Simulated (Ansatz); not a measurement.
```yaml
atoms:
  - { symbol: N, position_ang: [0.0000, 0.0000, 0.0000] }
  - { symbol: Al, position_ang: [0.0000, 2.9429, 2.2582] }
  - { symbol: Al, position_ang: [0.0000, -2.9429, 2.2582] }
```

Basis set: pcseg-2 (spherical functions). Charge 0, multiplicity 4.

Computed with Ansatz (development build ahead of 0.2.0); each method stands on the lowest determinant of its kind that the runs found. Restricted functionals stand beside restricted open-shell atoms, which can lie above the unrestricted atoms usual in DFT and then raise those values.

The atomization energy at this shape (free ground-state atoms in the same class of orbitals less the molecule, no zero-point energy) of quartet Al2N:

| method | atomization energy |
| --- | --- |
| PBE (unrestricted) | 0.72 eV |

What does PBE (restricted open-shell) give?

0.55 eV. Caution: charge can spread falsely over distant fragments; other spin multiplicities may lie lower; the shape is not the minimum. Caution for PBE (unrestricted): the unrestricted determinant is spin contaminated.
